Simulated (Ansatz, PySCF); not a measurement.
Species: PbH3 (charge -1, singlet). Whether it binds its extra electron was not tested at this geometry. 
Geometry from a B3LYP-D3(BJ)/def2-TZVP (Ansatz, a program for electronic structure) optimisation:
SMILES: [PbH3-]
```xyz
4

Pb     0.0223     0.0212     0.0211
H      0.6461    -1.2590    -1.2246
H     -1.2255     0.7106    -1.2229
H     -1.2526    -1.1909     0.7177
```
Charge -1, spin multiplicity 1.

Total electronic energies in hartree. Valence correlation only, unless marked. No spin-orbit coupling. Frozen are the shells of the preceding noble gas and the d and f shells that filled before the atom's block. In def2 rows, elements after Kr have scalar-relativistic effective core potentials. CBS(X,Y): correlation extrapolated as X^-3; Hartree-Fock from the larger set.

```csv
level,program,energy (Eh)
PBE-D4/def2-TZVPD,Ansatz + dftd4,-194.69224
revPBE-D4/def2-TZVPD,Ansatz + dftd4,-194.75656
TPSSh-D3(BJ)/def2-TZVPD,PySCF + dftd3,-194.61491
M06-2X/def2-TZVPD,PySCF,-194.51767
B2PLYP-D4/def2-TZVPD,Ansatz + dftd4,-194.32808
RI-MP2/def2-QZVPP,Ansatz,-193.67697
RI-MP2/def2-QZVPPD,Ansatz,-193.67772
SCS-MP2/def2-QZVPPD,Ansatz,-193.69086
"CCSD(T)/CBS(def2-TZVPPD,def2-QZVPPD)",Ansatz,-193.7125
```

Totals of different functionals don't rank their quality; only differences between species are comparable.
